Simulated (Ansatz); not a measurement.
The same path of Cl2FGeHO + H4OSi (12 atoms, charge 0, multiplicity 1) was run twice with different band settings. Lost on the way: Ge1–O2, O7–H12. Made: Ge1–O7, O2–H12.

Computed with RKS PBE/def2-SVP (Ansatz 0.2.0).

Relaxed end points:

```xyz
12
Properties=species:S:1:pos:R:3
Ge -0.008 -0.003 0.066
O -0.358 0.217 1.815
H -0.756 1.106 1.909
Cl 2.025 0.122 -0.638
F -0.651 1.554 -0.468
Cl -1.267 -1.355 -1.074
O 0.717 -1.925 1.175
Si 0.632 -3.593 0.789
H 1.179 -3.706 -0.596
H 1.497 -4.330 1.772
H -0.773 -4.114 0.879
H 0.420 -1.631 2.062
```

```xyz
12
Properties=species:S:1:pos:R:3
Ge 0.094 -0.508 -0.077
O 0.553 0.484 1.962
H -0.345 0.813 2.174
Cl 1.705 0.715 -0.810
F -1.407 0.333 0.316
Cl -0.561 -1.557 -1.887
O 0.453 -1.883 1.015
Si 0.388 -3.555 0.680
H 1.312 -3.927 -0.442
H 0.854 -4.196 1.956
H -1.014 -3.999 0.378
H 0.624 -0.379 2.426
```

Common settings: spring 5.0 eV/Å²; optimiser quadratic models (default); start path through a guess of the saddle point; force threshold 0.05 eV/Å; iteration limit 60; end points relaxed.

| run | movable images | climbing image |
| --- | --- | --- |
| 1 | 5 | yes |
| 2 | 6 | no |

(1) What does each run give, and how far can it be trusted?

## Answers

(1) Run 1: converged after 15 iterations, highest image 0.483 eV above the first end. A vibrational analysis at the climbing image gives one clearly imaginary mode, 690i cm⁻¹: a first-order saddle point.
Run 2: converged after 14 iterations, highest image 0.349 eV above the first end. No image climbed, so the highest image needn't sit at the top of the path.
The orbitals stay closed-shell, which can raise the energy where a bond breaks towards radicals; this wasn't checked here.
